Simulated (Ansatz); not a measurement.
`[BH2][SbH][CH3]` + `OC([SiH3])[TeH]` → `[BH2][SbH][TeH]` + `CC(O)[SiH3]`  (redistribution)

Computed with Ansatz on PBE0-D4/def2-TZVP structures; ΔE is electronic, products minus reactants. CCSD(T)/CBS adds triple-zeta CCSD(T) − MP2 to the extrapolated MP2 energy (def2 sets, frozen cores). Functionals use def2-TZVPP. def2 core potentials past Kr. For Sb, Te outer-core shells are correlated without core-valence functions, which leaves a few kJ/mol of doubt a bond. One conformer a species, not always the lowest.

```
  level  ΔE (kJ/mol)
 PBE-D4        -98.9
ωB97M-V       -105.7
```

**Question.** What does CCSD(T)/CBS give? (An estimate is asked.)

**Answer.** The calculation gave: -101.3 kJ/mol. The listed levels differ from it by 2.4, -4.4 kJ/mol.

Largest T1 diagnostic among the species: 0.015.

In def2-TZVPP, CCSD(T) changes the Hartree–Fock value by +29.1 kJ/mol (the triples alone add +4.7 kJ/mol) and MP2 by +27.5 kJ/mol. From PBE to PBE0 (25 % exact exchange), in def2-TZVPP and without D4, ΔE moves by −9.2 kJ/mol.
